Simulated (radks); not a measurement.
Species: S I. Configuration: [Ne] 3s2 3p4.

Calculated with a radial shooting solver on a logarithmic mesh with Libxc functionals: scalar-relativistic Kohn-Sham, exchange-only LDA, spin-polarised, spherical densities, point nucleus; open shells are filled with parallel spins first.

Energy parts (eV):
| part | energy |
|---|---|
| total | -10793.112 |
| kinetic | 10847.939 |
| electron-nucleus | -25825.040 |
| Hartree | 4809.587 |
| exchange | -625.597 |

Orbitals (lengths in bohr, moments of r in powers of bohr; <r^-3> diverges for s and p1/2; r(90%) holds 90 % of the orbital's charge):
1s up: occ. 1; eigenvalue (eV) -2394.935; r(90%) 0.174; <1/r> 15.61
1s down: occ. 1; eigenvalue (eV) -2394.632; r(90%) 0.174; <1/r> 15.62
2s up: occ. 1; eigenvalue (eV) -209.1287; r(90%) 0.756; <1/r> 3.051
2s down: occ. 1; eigenvalue (eV) -208.7628; r(90%) 0.754; <1/r> 3.052
2p up: occ. 3; eigenvalue (eV) -154.8707; <r^-3> 81.14; r(90%) 0.741; <1/r> 2.953
2p down: occ. 3; eigenvalue (eV) -154.4215; <r^-3> 81.18; r(90%) 0.740; <1/r> 2.954
3s up: occ. 1; eigenvalue (eV) -16.9621; r(90%) 2.58; <1/r> 0.8169
3s down: occ. 1; eigenvalue (eV) -14.6974; r(90%) 2.62; <1/r> 0.8118
3p up: occ. 3; eigenvalue (eV) -6.7779; <r^-3> 5.612; r(90%) 3.29; <1/r> 0.6645
3p down: occ. 1; eigenvalue (eV) -4.7292; <r^-3> 5.250; r(90%) 3.52; <1/r> 0.6409

The highest occupied level is 3p down at -4.729 eV. For comparison, the ionisation energy in NIST's Atomic Spectra Database is 10.360 eV (measured). In exact Kohn-Sham theory the highest level is minus the ionisation energy, but local and semilocal functionals leave it too shallow, through self-interaction and a potential that decays too fast; potentials with the right tail come closer. The density falls to 0.001 e/bohr^3 at r = 4.12 bohr.
